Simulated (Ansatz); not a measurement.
`C=[C]([AlH2])[GeH3]` + `C[SiH2]N(C)[SiH3]` → `C[SiH2][N](C)[AlH2]` + `C=[C]([SiH3])[GeH3]`  (redistribution)

Gas-phase electronic energies from Ansatz, PBE0-D4/def2-TZVP geometries. CBS: MP2 limit from def2 TZ/QZ plus the TZ coupled-cluster correction, frozen cores. Functionals use def2-TZVPP. B3LYP here is the variant with VWN-RPA as its local correlation; programs differ in this. For Ge outer-core shells are correlated without core-valence functions, which leaves a few kJ/mol of doubt a bond. Scalar relativity is left out up to krypton. Each species was taken in one conformer, which may not be the lowest.

```csv
level,ΔE (kJ/mol),difference from CCSD(T)/CBS
PBE-D4,-45.3,-3.8
r2SCAN-D4,-44.1,-2.6
PBE0-D4,-41.5,0.0
B3LYP-D4,-41.6,-0.1
ωB97X-V,-39.9,1.6
B2PLYP,-41.7,-0.2
r2SCAN,-44.2,-2.7
HF/def2-TZVPP,-31.6,9.9
MP2/def2-TZVPP,-42.1,-0.6
SCS-MP2/def2-TZVPP,-40.9,0.6
CCSD/def2-TZVPP,-40.8,0.7
CCSD(T)/def2-TZVPP,-42.3,-0.8
MP2/def2-QZVPP,-41.7,-0.2
HF/CBS(def2),-31.5,10.0
MP2/CBS(def2),-41.4,0.1
CCSD/CBS(def2),-40.0,1.5
CCSD(T)/CBS,-41.5,0
```

Largest T1 diagnostic among the species: 0.012.

In def2-TZVPP, CCSD(T) changes the Hartree–Fock value by −10.7 kJ/mol (the triples alone add −1.5 kJ/mol) and MP2 by −10.6 kJ/mol. From PBE to PBE0 (25 % exact exchange), in def2-TZVPP and without D4, ΔE moves by +3.7 kJ/mol.
